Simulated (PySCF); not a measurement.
C$_{6}$H$_{17}$SSi$_{2}$ (SMILES [CH2][Si](C)(C)S[Si](C)(C)C), doublet, at a GFN2-xTB geometry; B3LYP/STO-3G (PySCF).

The PySCF input:
```python
from pyscf import gto, scf, dft

mol = gto.Mole()
mol.atom = '''
    C    -2.98665104   -0.89604106   -0.83542637
    Si   -1.85106876   -0.01324979    0.30803249
    C    -2.50699113    1.63521279    0.99466977
    C    -1.28475992   -1.15413694    1.71958620
    S    -0.18810697    0.58734988   -1.03521426
    Si    1.74178894   -0.04674321   -0.26348473
    C     2.12727590    0.86185396    1.36849894
    C     2.95929493    0.49694910   -1.61881731
    C     1.82045180   -1.93705242   -0.03233577
    H    -3.51606225   -0.38100657   -1.61749447
    H    -3.03112524   -1.96955349   -0.89544938
    H    -2.77078369    2.30427624    0.18193259
    H    -3.39272283    1.48201243    1.60324722
    H    -1.76353689    2.14046171    1.60551272
    H    -0.46684493   -0.73237617    2.29453754
    H    -0.96472427   -2.11808150    1.33916660
    H    -2.11020335   -1.32891109    2.40196182
    H     1.44431178    0.58215287    2.16501221
    H     3.13430992    0.63768387    1.70700074
    H     2.05378488    1.93767680    1.23823198
    H     2.76253687   -0.02300771   -2.55108446
    H     2.87490261    1.56084655   -1.81624725
    H     3.98518093    0.28984367   -1.32982769
    H     1.27378085   -2.45178367   -0.81683517
    H     2.84976222   -2.28058885   -0.06768691
    H     1.40533881   -2.24805378    0.92072841
'''
mol.basis = 'sto-3g'
mol.spin = 1
mol.verbose = 3
mol.build()

mf = dft.UKS(mol)
mf.xc = 'b3lyp'
mf.kernel()
mf.analyze()
```

It wrote (shortened):

```
converged SCF energy = -1202.19041464485  <S^2> = 0.75492987  2S+1 = 2.0049238
**** MO energy ****
                             alpha | beta                alpha | beta
[...]
To work with the spin densities directly, `use mulliken_meta_spin()` only printing them here.

 ** Mulliken spin pop alpha/beta on meta-lowdin orthogonal AOs **
 ** Mulliken Spin Density (per atom)  **
spin density of  0 C =      1.03142
spin density of  1 Si =     -0.05533
spin density of  2 C =      0.01090
spin density of  3 C =      0.00165
spin density of  4 S =      0.07514
spin density of  5 Si =     -0.00036
spin density of  6 C =      0.00006
spin density of  7 C =      0.00242
spin density of  8 C =      0.00022
spin density of  9 H =     -0.03170
spin density of  10 H =     -0.03186
spin density of  11 H =     -0.00028
spin density of  12 H =     -0.00061
spin density of  13 H =     -0.00053
spin density of  14 H =     -0.00056
spin density of  15 H =     -0.00010
spin density of  16 H =     -0.00049
spin density of  17 H =     -0.00001
spin density of  18 H =      0.00003
spin density of  19 H =      0.00000
spin density of  20 H =     -0.00008
spin density of  21 H =     -0.00008
spin density of  22 H =      0.00023
spin density of  23 H =      0.00001
spin density of  24 H =     -0.00007
spin density of  25 H =     -0.00001
 ** Mulliken pop alpha/beta on meta-lowdin orthogonal AOs **
 ** Mulliken atomic charges   ( Nelec_alpha | Nelec_beta ) **
charge of  0C =     -0.24429  (     3.63785      2.60643 )
charge of  1Si =      0.59203  (     6.67632      6.73165 )
charge of  2C =     -0.29228  (     3.15159      3.14069 )
charge of  3C =     -0.29594  (     3.14880      3.14715 )
charge of  4S =     -0.20383  (     8.13948      8.06434 )
charge of  5Si =      0.59274  (     6.70345      6.70381 )
charge of  6C =     -0.29701  (     3.14854      3.14847 )
charge of  7C =     -0.29341  (     3.14791      3.14550 )
charge of  8C =     -0.29773  (     3.14897      3.14875 )
charge of  9H =      0.03831  (     0.46500      0.49670 )
charge of  10H =      0.03779  (     0.46517      0.49704 )
charge of  11H =      0.04688  (     0.47642      0.47670 )
charge of  12H =      0.04272  (     0.47833      0.47894 )
charge of  13H =      0.04551  (     0.47698      0.47751 )
charge of  14H =      0.04354  (     0.47795      0.47851 )
charge of  15H =      0.04611  (     0.47690      0.47699 )
charge of  16H =      0.04629  (     0.47661      0.47710 )
charge of  17H =      0.04005  (     0.47997      0.47998 )
charge of  18H =      0.04292  (     0.47856      0.47853 )
charge of  19H =      0.04459  (     0.47771      0.47770 )
charge of  20H =      0.04554  (     0.47719      0.47727 )
charge of  21H =      0.04566  (     0.47713      0.47721 )
charge of  22H =      0.04248  (     0.47887      0.47865 )
charge of  23H =      0.04416  (     0.47792      0.47792 )
charge of  24H =      0.04375  (     0.47809      0.47816 )
charge of  25H =      0.04340  (     0.47829      0.47830 )
Dipole moment(X, Y, Z, Debye):  0.08028, -0.64428,  1.10296
```
